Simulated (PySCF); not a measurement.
System: CH₃F₂Si, net charge 0, doublet state. It need not be the lowest isomer of its formula. 
Structure (B3LYP-D3(BJ)/def2-TZVP (Ansatz) minimum search):
SMILES: C[Si](F)F
```xyz
7

Si     0.2100     0.3437    -0.1195
F      0.6961    -0.8367    -1.0924
F      0.7605    -0.0301     1.3413
C     -1.6596     0.3357    -0.0674
H     -2.0711     0.5332    -1.0573
H     -2.0266     1.0916     0.6271
H     -1.9937    -0.6500     0.2681
```
Charge 0, spin multiplicity 2.

Dispersion corrections to the total energy (kcal/mol) from the dftd3 and dftd4 libraries through PySCF: D3(BJ) without and D4 with the three-body term, each with the damping fitted for the functional named.

```tsv
functional	D3(BJ)	D4
TPSS	-3.27	-3.51
PBE0	-2.23	(withheld)
B2GP-PLYP	-1.89	-1.06
CAM-B3LYP	(withheld)	-2.16
revPBE	-6.67	-8.44
LC-wPBE	(withheld)	-2.89
HSE06	-1.67	-1.99
```

Q: Some entries are withheld; supply them.

A: 
- PBE0, D4: -2.15
- CAM-B3LYP, D3(BJ): -2.01
- LC-wPBE, D3(BJ): -2.44
